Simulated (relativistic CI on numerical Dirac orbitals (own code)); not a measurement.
# Hyperfine structure of Ta44+, mass number 181

Method of calculation: Dirac-Coulomb-Breit CI, orbitals from a KLI potential per configuration, model QED (radiative potential, 1s self-energy scaled to tabulated hydrogen-like ionisation energies), unscaled Slater integrals (own radial code, finite nucleus).

Configurations in the expansion (outside the closed core [Ar]): 3d10.4s, 3d10.4p, 3d10.4d, 3d10.4f, 3d10.5s, 3d10.5p, 3d10.5d, 3d10.5f, 3d10.5g, 3d9.4p2, 3d10.6s, 3d10.6p, 3d10.6d, 3d8.4s.4p2, 3d9.4s2, 3d9.4p.4d. Levels of other configurations are missing.

Nuclear spin I = 7/2, μ = 2.365 μN, Q = 3.17 b (tables of Stone and Pyykkö). The electronic factors are computed for point nuclear moments, without core polarisation or the Bohr-Weisskopf and QED corrections.

| Level | E (10³ cm⁻¹) | A (GHz) | B (GHz) |
| --- | --- | --- | --- |
| 3d10.4s 2S_1/2 | 0.0 | 1081 |  |
| 3d10.4p 2P°_1/2 | 767.9 | 342.8 |  |
| 3d10.4p 2P°_3/2 | 1527.6 | 39.44 | 375 |
| 3d10.4d 2D_3/2 | 2716.0 | 19.97 | 64.5 |
| 3d10.4d 2D_5/2 | 2877.3 | 7.967 | 78.5 |
| 3d10.4f 2F°_5/2 | 4148.2 | 4.2 | 20.6 |
| 3d10.4f 2F°_7/2 | 4188.0 | 2.289 | 23.3 |
| 3d10.5s 2S_1/2 | 7488.5 | 506.7 |  |

Levels with J = 0, under 50 % of one LS term, or S terms without an open s electron are left out. Small factors come from cancelling terms and can be off by tens of per cent or more.

At this charge energies of transitions that change n are usually good to better than 1 %, and those within a shell (Δn = 0) to a few per cent.

(1) Give the hyperfine levels of 3d10.4s 2S_1/2 relative to its centre of gravity.

Answers

(1) With K = F(F + 1) − I(I + 1) − J(J + 1), E = AK/2: F = 3: -2433, F = 4: 1892 GHz.

LS names give the leading component of a level, which can be under half, so a name can repeat, a term be missing and a line seem to break the LS rules.
